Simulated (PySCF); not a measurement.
# Spin states and ions at one geometry of [WOF3]−

PySCF 2.14.0, UKS B3LYP, W def2-SVP with ECP60, O def2-SVP, F def2-SVP; non-relativistic Hamiltonian with scalar-relativistic core potentials where named; density fitting; no spin-orbit coupling; singlets restricted, open shells unrestricted. The geometry is relaxed for charge -1, triplet, vacuum:

```xyz
5

W    -0.1457    0.0349    0.0644
O     0.7309    1.0832    1.1219
F    -0.5562   -1.5303    1.1611
F     0.3070   -1.2976   -1.2959
F    -0.5820    1.1533   -1.4783
```

Energies count from the relaxed state; an electron taken off or put on is at rest in vacuum. Charges and spins are Mulliken's.

| state | energy (eV) | spin squared | charge on W1 (e) | spin on W1 (e) | dipole about the centre of mass (D) |
| --- | --- | --- | --- | --- | --- |
| charge -1, triplet, vacuum | 0.00 | 2.01 | 0.76 | 1.93 | 0.86 |
| charge -1, quintet, vacuum | 6.16 | 6.01 | 0.53 | 2.68 | 1.95 |
| charge 0, doublet, vacuum | 2.53 | 0.75 | 1.28 | 0.96 | 1.43 |
| charge 0, quartet, vacuum | 6.45 | 3.76 | 1.11 | 1.79 | 2.63 |

Task: What does the state charge -1, singlet, vacuum give?

Result: energy (eV) 0.02, spin squared 0.00, charge on W1 (e) 0.65, spin on W1 (e) 0.00, dipole about the centre of mass (D) 0.18.

With an electron taken off (doublet, the lower of the two states computed) the charges change, summed by element, by W +0.53 e, O +0.16 e, F +0.32 e. The vertical ionisation energy is 2.53 eV, against −ε(HOMO) = -0.09 eV over both spins of the relaxed state. The level lies 2.6 eV too high, as is usual for semilocal functionals and global hybrids, which keep a self-interaction error.

Open shells may have lower solutions than those found.
